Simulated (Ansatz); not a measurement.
Te2Pd⁻. The state is a doublet with charge -1. Geometry PBE-D4/def2-TZVPD, basis def2-TZVPD, Ansatz.

```xyz
3

Pd    0.644    1.187   -0.427
Te   -0.559    0.000    1.507
Te   -0.085   -1.187   -1.080
```

```
run  HOMO (eV)  LUMO (eV)
  A      -2.31       3.48
  B       0.29       0.60
  C       0.39       0.44
  D       0.19       0.59
  E      -0.48       1.19
```

In the def2 sets Pd, Te take a core potential; there is no spin–orbit coupling. HOMO above LUMO, or a gap near zero within one spin, warns that the state may not be the lowest or that an electron is smeared out. No other spin state of charge -1 was run. Another isomer (doublet) lies 0.10 eV lower at PBE-D4/def2-TZVPD; other spin states weren't run for this one.

HOMO and LUMO are taken over both spins.

Question: The runs used B97M-V, HF, PBE, PBE0, r2SCAN. Estimate which is which.

Answer: A HF (100 % exact exchange); B r2SCAN (0 % exact exchange); C PBE (0 % exact exchange); D B97M-V (0 % exact exchange); E PBE0 (25 % exact exchange). Exact exchange lowers occupied and raises empty levels; among semilocal functionals meta-GGAs tend to open the gap a little, and such runs are hard to tell apart. The gap grows from 0.05 eV (PBE) to 5.79 eV (HF). At HF/def2-TZVPD the charge -1 doublet is spin-contaminated (final ⟨S²⟩ up to 0.86, 0.75 for a pure state). At r2SCAN-D4/def2-TZVPD, PBE-D4/def2-TZVPD, B97M-V/def2-TZVPD the highest occupied level of the charge -1 doublet lies above zero (up to 0.39 eV). It is a level of β spin, whose loss leaves a triplet; that state wasn't run at this geometry and level. The electron is either unbound and held by the finite basis, or the level is raised by self-interaction error. At PBE-D4/def2-TZVPD the gap within one spin of the charge -1 doublet nearly closes, so an electron or hole may be smeared out by delocalisation error.
